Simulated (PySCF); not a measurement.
Compound: C4H9FGe.
SMILES with atom numbers: `[F:1][C@H:2]1[CH2:3][CH2:4][GeH2:5][CH2:6]1` (hydrogens: H7 on C2; H8, H9 on C3; H10, H11 on C4; H12, H13 on Ge5; H14, H15 on C6)

Structure used (PBE0-D3(BJ)/def2-SVP), in Å, numbered top down from 1:
```
atom  x, y, z in Å
F1    -0.002   -0.822   -1.979
C2     0.206   -1.039   -0.623
C3     1.045    0.117   -0.091
C4     0.244    1.422   -0.184
Ge5   -1.612    0.855    0.176
C6    -1.153   -1.063    0.061
H7     0.740   -2.001   -0.529
H8     1.306   -0.106    0.958
H9     1.992    0.171   -0.651
H10    0.606    2.190    0.513
H11    0.299    1.840   -1.201
H12   -2.116    1.247    1.580
H13   -2.628    1.330   -0.877
H14   -1.863   -1.679   -0.507
H15   -1.066   -1.484    1.074
```

Computed, not measured: PySCF, TDDFT B3LYP/def2-SVPD, vertical, gas phase, core orbitals frozen in the response. The B3LYP/def2-SVPD calculation is non-relativistic and has no spin–orbit coupling, an omission that weighs most on germanium.

Ground-to-excited transition dipoles (e·a0, same axes as the geometry; the sign carries no meaning), for the states with f of 0.002 or more among the lowest 8:

| state | E (eV) | μx | μy | μz |
| --- | --- | --- | --- | --- |
| S2 | 7.481 | -0.436 | 0.199 | 0.113 |
| S3 | 7.632 | 0.602 | -0.350 | -0.159 |
| S4 | 7.804 | -0.075 | 0.208 | 0.025 |
| S5 | 7.925 | 0.479 | 0.624 | -0.060 |
| S6 | 8.052 | -0.173 | -0.309 | -0.184 |
| S7 | 8.095 | 0.071 | -0.164 | 0.457 |
| S8 | 8.188 | 0.107 | 0.220 | -0.051 |

(1) What oscillator strength does each state have?

(2) Which bond between heavy atoms lies closest to the direction of the S5 transition dipole?

(3) What angle do the transition dipoles of S2 and S7 make?

(4) What peak molar absorption coefficient would the strongest computed level give as a lone Gaussian band 0.5 eV wide at half height?

Answers

(1) f = (2/3) ΔE |μ|² with ΔE in hartree (27.2114 eV).

| state | \|μ\|² (au) | \|μ\| (D) | f |
| --- | --- | --- | --- |
| S2 | 0.243 | 1.25 | 0.044 |
| S3 | 0.511 | 1.82 | 0.095 |
| S4 | 0.050 | 0.57 | 0.009 |
| S5 | 0.622 | 2.00 | 0.121 |
| S6 | 0.159 | 1.01 | 0.031 |
| S7 | 0.240 | 1.25 | 0.048 |
| S8 | 0.062 | 0.63 | 0.012 |

(2) C2–C3, at 25° from it; next C4–Ge5 at 36°.

(3) |cos θ| = |μa·μb| / (|μa| |μb|) = 0.05, so θ ≈ 87° (taken between 0 and 90°, since the signs are arbitrary).

(4) ε(max) = 2.175×10⁸ f / FWHM, with the width in cm⁻¹. S5: 2.175×10⁸ × 0.1208 / 4033 ≈ 6500 L mol⁻¹ cm⁻¹.

The vertical ionisation energy (ΔSCF) is 10.00 eV, 1.81 eV above S8.

One conformer stands for the species.

Without π bonds the low states may be Rydberg-like; a valence basis with one diffuse set may place them up to an eV too high.
